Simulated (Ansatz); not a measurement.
Basis sets compared for the cluster Rb₅H₄. Charge 0, multiplicity 2. Geometry B3LYP-D4/def2-SVP. Ansatz on 4 threads of Arm Neoverse V1 on a shared host; times are rough, and most runs start from earlier orbitals.

Cartesian coordinates in Å:
```
Rb -1.584 -2.841 1.075
Rb -1.104 -0.813 -3.151
Rb 2.097 -0.387 2.694
Rb 2.596 1.618 -1.541
Rb -1.023 1.235 0.470
H 0.029 1.420 -2.233
H 1.805 1.654 1.005
H -2.295 -1.061 -0.779
H -0.522 -0.825 2.460
```

In the def2 sets Rb takes a core potential; there is no spin–orbit coupling. Another isomer (doublet) lies 0.25 eV lower at PBE0-D4/def2-TZVP; other spin states weren't run for this one.

Binding counts from free atoms (Rb doublet, H doublet) in the same basis, without a counterpoise term.

| level | functions | energy (Eh) | HOMO (eV) | LUMO (eV) | binding per atom (eV) | wall time |
| --- | --- | --- | --- | --- | --- | --- |
| PBE-D4/def2-SVP | 140 | -122.8220 | -1.64 | -1.24 | 1.26 | 5.5 s |
| PBE0-D4/def2-SVP | 140 | -122.8251 | -1.92 | -0.77 | 1.26 | 7 s |

**Question.** Estimate the rows for PBE-D4/def2-TZVP (with forces), PBE0-D4/def2-TZVP.

**Answer.** 
```json
{"level": "PBE-D4/def2-TZVP (with forces)", "functions": "189", "energy (Eh)": "-122.8300", "HOMO (eV)": "-1.64", "LUMO (eV)": "-1.26", "binding per atom (eV)": "1.27", "wall time": "8.5 s"}
{"level": "PBE0-D4/def2-TZVP", "functions": "189", "energy (Eh)": "-122.8324", "HOMO (eV)": "-1.93", "LUMO (eV)": "-0.78", "binding per atom (eV)": "1.27", "wall time": "9.5 s"}
```
